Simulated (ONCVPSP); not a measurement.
Fe: one change to an ONCV potential, before and after

* Element: Fe
* Generator: ONCVPSP 4.0.1
* Type: optimised norm-conserving Vanderbilt (ONCV)
* Functional: PBE
* Relativity: scalar-relativistic
* Frozen core: [Ar]
* Valence charge: 8
* Reference configuration: 3d6 4s2
* Partial waves: 4s: rc 2.30 bohr, ncon 3, nbas 7, qcut 2.5 1/bohr, 2 projectors, debl 3.8 Ha; p scattering state at 0.29 Ha: rc 1.70 bohr, ncon 4, nbas 8, qcut 5.5 1/bohr, 2 projectors, debl 1.4 Ha; 3d: rc 1.20 bohr, ncon 5, nbas 10, qcut 15.5 1/bohr, 2 projectors, debl 0.3 Ha
* Local potential: polynomial inside 1.10 bohr (lpopt 2, dvloc0 1 Ha)
* Core correction: polynomial model core, fcfact 0.6

All-electron outer shells of the reference configuration (PBE, scalar-relativistic, ld1.x):

| shell | level (eV) | outermost node (bohr) | outermost maximum (bohr) |
| --- | --- | --- | --- |
| 3p | -60.04 | 0.30 | 0.72 |
| 3d | -7.50 | – | 0.71 |
| 4s | -5.29 | 1.00 | 2.41 |

Change: s: debl 1.5.

Cutoffs: the cutoffs (Ha) at which the residual kinetic energy of the hardest occupied pseudo-wave falls to 1 and 0.1 mHa per electron; they do not see the model core or the augmentation charge, which bear on the density cutoff. Errors are all-electron minus pseudo energies relative to the spin-unpolarised reference configuration.

Question: What does the change do?

Answer: The potential gets neither clearly harder nor softer (81 Ha and 94 Ha → 81 Ha and 94 Ha); both files keep a bound ghost (p); the lowest positive-energy flag moves from s at 89.8 eV to s at 50.4 eV; the errors of the 4 common tests hardly move.

| quantity | base | changed |
| --- | --- | --- |
| cutoff, loose | 81 Ha | 81 Ha |
| cutoff, tight | 94 Ha | 94 Ha |
| bound ghosts | p | p |
| GHOST(+) flags under 300 eV | s at 89.8 eV | s at 50.4 eV |
| error for 3d6 4s1, meV [ΔE 8.73 eV] | -6.6 | -7.2 |
| error for 3d6 4s0, meV [ΔE 24.93 eV] | -50 | -50 |
| error for 3d5 4s0, meV [ΔE 59.16 eV] | -246 | -246 |
| error for 3d5 4s2 4p1, meV [ΔE 8.75 eV] | -194 | -193 |
| s: phases at 2.33 bohr within 0.05 rad from the reference energy up to (Ha; the scan ends near 5) | 2.4 | n/a |
| p: phases at 1.72 bohr within 0.05 rad from the reference energy up to (Ha; the scan ends near 5) | to the end of the scan | to the end of the scan |
| d: phases at 1.22 bohr within 0.05 rad from the reference energy up to (Ha; the scan ends near 5) | to the end of the scan | to the end of the scan |
| rms error of d²Exc/dni dnj with the model core, mHa | 3.23 | 3.23 |

 A true bound ghost makes a file unfit for plane-wave use even where its test errors are small: the radial tests pick states by their node count and pass the ghost by.
